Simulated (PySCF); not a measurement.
Computed shifts of a molecule C3H4BrF, PySCF with PBE0/pcSseg-1, GIAO, gas phase, atoms alike by connectivity averaged where their shifts nearly agree, in ppm (number of nuclei): ¹³C: 174.3 (1), 111.1 (1), 18.6 (1). ¹⁹F: -93.2 (1). ¹H: 6.08 (1), 2.42 (3). References: ¹³C against TMS (σ = 186.3 ppm); ¹⁹F against CFCl3 (σ = 167.2 ppm); ¹H against TMS (σ = 31.56 ppm), references at their B3LYP-D3(BJ)/def2-TZVP geometries, non-relativistic (without spin–orbit terms, shifts of atoms bonded to Cl or Br come out too high). Geometry: B3LYP-D3(BJ)/def2-SVP. One conformer was computed; it need not be the lowest.

Question: Identify the compound among the candidates.
A. FC1(Br)CC1
B. C/C=C(\F)Br
C. C/C(Br)=C\F
D. C/C(F)=C\Br

Answer: D, C/C(F)=C\Br
